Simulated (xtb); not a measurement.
H₃ClSi, singlet, from a rough starting geometry; GFN2-xTB run with xtb.

Here is a job for xtb.
```
$ xtb mol.xyz --gfn 2 --opt vtight --json

# file mol.xyz
5

Si    -0.15866213     0.03453138    -0.05239997
Cl     1.83668165     0.10713321     0.12904529
H     -0.42815675    -1.04740020    -0.99718743
H     -0.63434266     1.37332746    -0.34274419
H     -0.62710768    -0.35825249     1.31654525
```

Task: Predict the main parts of the log of this xtb run.

Result: 
```
   ID    Z sym.   atoms
    1   14 Si     1
    2   17 Cl     2
    3    1 H      3-5

           -------------------------------------------------
          |                Calculation Setup                |
           -------------------------------------------------

           -------------------------------------------------
          |                 G F N 2 - x T B                 |
           -------------------------------------------------

          ...................................................
          :                      SETUP                      :
          :.................................................:
          :  # basis functions                  23          :
          :  # atomic orbitals                  21          :
          :  # shells                            9          :
          :  # electrons                        14          :
          :  max. iterations                   250          :
          :  Hamiltonian                  GFN2-xTB          :
          :  restarted?                      false          :
          :  GBSA solvation                  false          :
          :  PC potential                    false          :
          :  electronic temp.          300.0000000     K    :
          :  accuracy                    1.0000000          :
          :  -> integral cutoff          0.2500000E+02      :
          :  -> integral neglect         0.1000000E-07      :
          :  -> SCF convergence          0.1000000E-05 Eh   :
          :  -> wf. convergence          0.1000000E-03 e    :
          :  Broyden damping             0.4000000          :
          :  net charge                          0          :
          :  unpaired electrons                  0          :
          ...................................................

 iter      E             dE          RMSdq      gap      omega  full diag
   1     -7.8019676 -0.780197E+01  0.861E+00    7.10       0.0  T
   2     -7.8859058 -0.839382E-01  0.225E+00    5.62       1.0  T
   3     -7.8880125 -0.210670E-02  0.218E+00    5.97       1.0  T
   4     -7.8888664 -0.853910E-03  0.119E+00    5.89       1.0  T
   5     -7.8877132  0.115314E-02  0.929E-01    6.04       1.0  T
   6     -7.8889000 -0.118677E-02  0.170E-01    5.92       1.0  T
   7     -7.8889384 -0.383403E-04  0.851E-02    5.90       1.0  T
   8     -7.8889422 -0.379174E-05  0.557E-02    5.90       1.0  T
   9     -7.8889493 -0.712443E-05  0.860E-03    5.91       5.2  T
[...]
         :: total energy              -7.854764521381 Eh    ::
 * total energy  :    -7.8547645 Eh     change       -0.2472689E-11 Eh
 * total energy  :    -7.8556984 Eh     change       -0.9339101E-03 Eh
 * total energy  :    -7.8564665 Eh     change       -0.7680240E-03 Eh
 * total energy  :    -7.8565009 Eh     change       -0.3446392E-04 Eh
 * total energy  :    -7.8565050 Eh     change       -0.4060561E-05 Eh
 * total energy  :    -7.8565075 Eh     change       -0.2479748E-05 Eh
 * total energy  :    -7.8565088 Eh     change       -0.1292244E-05 Eh
 * total energy  :    -7.8565094 Eh     change       -0.6877990E-06 Eh
 * total energy  :    -7.8565093 Eh     change        0.1450505E-06 Eh
 * total energy  :    -7.8565096 Eh     change       -0.3191695E-06 Eh
 * total energy  :    -7.8565096 Eh     change       -0.1501627E-08 Eh
   *** GEOMETRY OPTIMIZATION CONVERGED AFTER 11 ITERATIONS ***
         :: total energy              -7.856509615373 Eh    ::
[...]
       ...                                ...                  ...
        21                          0.7527891              20.4844
      -------------------------------------------------------------
                  HL-Gap            0.2239338 Eh            6.0935 eV
             Fermi-level           -0.3150306 Eh           -8.5724 eV

     #   Z          covCN         q      C6AA      α(0)
     1  14 Si       3.563     0.477    99.312    19.178
     2  17 Cl       0.804    -0.248   106.904    15.817
     3   1 H        0.920    -0.076     4.803     3.428
     4   1 H        0.920    -0.076     4.803     3.428
     5   1 H        0.920    -0.076     4.803     3.428

 Mol. C6AA /au·bohr⁶  :        714.029222
 Mol. C8AA /au·bohr⁸  :      29858.861854
 Mol. α(0) /au        :         45.278303

Wiberg/Mayer (AO) data.
largest (>0.10) Wiberg bond orders for each atom

 ---------------------------------------------------------------------------
     #   Z sym  total        # sym  WBO       # sym  WBO       # sym  WBO
 ---------------------------------------------------------------------------
     1  14 Si   3.823 --     2 Cl   1.124     4 H    0.900     5 H    0.900
                             3 H    0.900
     2  17 Cl   1.215 --     1 Si   1.124
     3   1 H    0.994 --     1 Si   0.900
     4   1 H    0.994 --     1 Si   0.900
     5   1 H    0.994 --     1 Si   0.900
 ---------------------------------------------------------------------------

Topologies differ in total number of bonds
Writing topology from bond orders to xtbtopo.mol

molecular dipole:
                 x           y           z       tot (Debye)
 q only:       -0.742      -0.042      -0.046
   full:       -0.652      -0.037      -0.040       1.664
molecular quadrupole (traceless):
                xx          xy          yy          xz          yz          zz
 q only:       -2.561      -0.262       1.281      -0.261      -0.017       1.280
  q+dip:       -3.898      -0.369       1.950      -0.383      -0.024       1.948
   full:       -3.146      -0.306       1.574      -0.313      -0.020       1.573

optimized geometry written to: xtbopt.xyz

           -------------------------------------------------
          | TOTAL ENERGY               -7.856509615373 Eh   |
          | GRADIENT NORM               0.000009522243 Eh/α |
          | HOMO-LUMO GAP               6.093548282460 eV   |
           -------------------------------------------------

normal termination of xtb
```
